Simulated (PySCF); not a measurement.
Isomers of C3H5Cl. All species are isolated molecules in the gas phase. Strings in code marks are SMILES.

The vertical ionisation energy (Delta-SCF) from two functionals at the same geometries (PBE0-D3(BJ)/def2-TZVP), both in PySCF: PBE-D3(BJ)/def2-TZVP and ωB97X-D3(BJ)/def2-TZVP. Delta-SCF ions had no search for a lower state. 

```csv
species,ωB97X-D3(BJ)/def2-TZVP (eV)
`C=C(C)Cl`,9.66
`C1(CC1)Cl`,10.30
`C/C=C/Cl`,9.47
`C/C=C\Cl`,9.51
```

Q: What does PBE-D3(BJ)/def2-TZVP give for each?

A: 
- `C=C(C)Cl`: 9.37
- `C1(CC1)Cl`: 9.80
- `C/C=C/Cl`: 9.15
- `C/C=C\Cl`: 9.21
Over these rows, drawn at random from the members with no instability flagged (it was tested for open shells, ions and some series alone), PBE minus ωB97X-D3(BJ): mean -0.35 eV, from -0.50 eV to -0.29 eV.
